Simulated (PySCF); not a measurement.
Correlation energy of C (carbon, neutral)

[He] 2s2 2p2, high-spin 3P determinant. Computed with PySCF 2.14 in aug-cc-pwCVDZ, with the non-relativistic Hamiltonian (point nucleus). Frozen: nothing; 6 electrons correlated.

| level | correlation energy (mhartree) |
| --- | --- |
| CCSD | -107.33 |
| (T) | -1.49 |
| CCSD(T) | -108.82 |
| CCSDT | -109.21 |

Diagnostics: T1 = 0.0080, D1 = 0.0174, largest double amplitude 0.077.

Cost of the coupled-cluster step: about 0.3 core-seconds, for 6 correlated electrons.
